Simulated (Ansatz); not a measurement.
Geometry optimisation, DFT PBE-D3(BJ), scalar-relativistic, plane waves, PAW in Ansatz 0.2.0.

input.yaml

```yaml
crystal:
  lattice:
    - [0.0, 5.43, 5.43]
    - [5.43, 0.0, 5.43]
    - [5.43, 5.43, 0.0]
  atoms:
    - { symbol: Si, position: [0.0, 0.0, 0.0] }
    - { symbol: Si, position: [0.125, 0.125, 0.125] }
    - { symbol: Si, position: [0.0, 0.0, 0.5] }
    - { symbol: Si, position: [0.125, 0.125, 0.625] }
    - { symbol: Si, position: [0.0, 0.5, 0.0] }
    - { symbol: Si, position: [0.125, 0.625, 0.125] }
    - { symbol: Si, position: [0.0, 0.5, 0.5] }
    - { symbol: Si, position: [0.125, 0.625, 0.625] }
    - { symbol: Si, position: [0.5, 0.0, 0.0] }
    - { symbol: Si, position: [0.625, 0.125, 0.125] }
    - { symbol: Si, position: [0.5, 0.0, 0.5] }
    - { symbol: Si, position: [0.625, 0.125, 0.625] }
    - { symbol: Si, position: [0.5, 0.5, 0.0] }
    - { symbol: Si, position: [0.625, 0.625, 0.125] }
    - { symbol: Si, position: [0.5, 0.5, 0.5] }
    - { symbol: Si, position: [0.625, 0.625, 0.625] }
    - { symbol: Cu, position: [0.8165842, 0.3059621, 0.0662276] }
total_charge: 1
basis:
  ecutwfc: 420.0
kpoints:
  mp_grid: { grid: [2, 2, 2] }
hamiltonian:
  xc: pbe
  dispersion: d3bj
  pseudopotentials: { kind: paw, azcp: { folder: soft_1 } }
scf:
  occupations: { method: gaussian, width: 0.02 }
  lower_state_search: "off"
relax:
  f_tol: 0.03
  max_steps: 60
  adjacent_minimum: "off"
```

Run as:

```bash
$ ansatz run input.yaml --threads 1 --pin off --max-ram 3072MiB --backend cpu --events-out ev --progress --plain --runs-dir out
```

**Question.** Where does it end, and by what steps?

**Answer.** It converged. The force dipped under the threshold on the way, but the program's further checks kept it going. Limits of this set-up: charged cell in a uniform background, uncorrected. After 5 steps the energy has fallen by 0.610 eV; Si9 moved furthest, 0.24 Å.

```tsv
step	energy less start (eV)	largest force component (eV/Å)	accepted
0	0.0000	1.988	yes
1	-0.4792	0.820	yes
2	-0.6057	0.100	yes
3	-0.6104	0.030	yes
4	-0.6096	0.126	no
5	-0.6104	0.030	yes
```

```xyz
17
Lattice="0.0000 5.4300 5.4300 5.4300 0.0000 5.4300 5.4300 5.4300 0.0000" Properties=species:S:1:pos:R:3
Si -0.076 0.060 -0.058
Si 1.297 1.436 1.416
Si 2.664 2.730 0.050
Si 4.060 4.123 1.308
Si 2.771 0.058 2.789
Si 4.209 1.499 3.934
Si 5.557 2.845 2.586
Si 6.835 4.122 4.084
Si -0.143 2.577 2.856
Si 1.299 4.017 3.995
Si 2.666 5.382 2.700
Si 3.940 6.658 4.204
Si 2.769 2.642 5.375
Si 4.149 4.018 6.843
Si 5.444 5.383 5.477
Si 6.834 6.777 6.740
Cu 2.047 4.766 6.096
```

The run took 49 s on 1 thread of Arm Neoverse V1, on a shared host, peak memory 0.56 GiB.
